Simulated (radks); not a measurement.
Spherical jellium clusters: N electrons in a uniform positive sphere of charge N and radius rs N^(1/3), rs = 3.78 bohr. Calculated with a radial shooting solver with Libxc functionals: non-relativistic Kohn-Sham, LDA (Slater exchange, Perdew-Wang correlation), spin-polarised, spherical densities. Levels are named by radial order and angular momentum (1s, 1p, 1d, 2s, ...), and open shells are averaged over m.

N = 26, configuration 1s2 1p6 1d10 2s2 1f(up 6, down 0). This is the lowest configuration that the search found. Occupied and some empty levels:

level    occupation  eigenvalue (eV)  <r> (bohr)
1s up             1          -5.6716       6.937
1s down           1          -5.4550       6.551
1p up             3          -4.9411       8.124
1p down           3          -4.6355       7.950
1d up             5          -3.9982       8.946
1d down           5          -3.6504       8.899
2s up             1          -3.4732       7.164
2s down           1          -3.2985       7.392
1f up             6          -2.8811       9.656
1f down           0          -2.5214       9.703
2p up             0          -2.1710       8.712
2p down           0          -1.9978       8.834
1g up             0          -1.6317       10.38
1g down           0          -1.2852       10.54
2d up             0         -0.97847       10.86
2d down           0         -0.81204       11.16

Energy (eV): total -47.9141, kinetic 51.101, external -1945.7, Hartree 961.52, exchange-correlation -100.43, background 985.60.
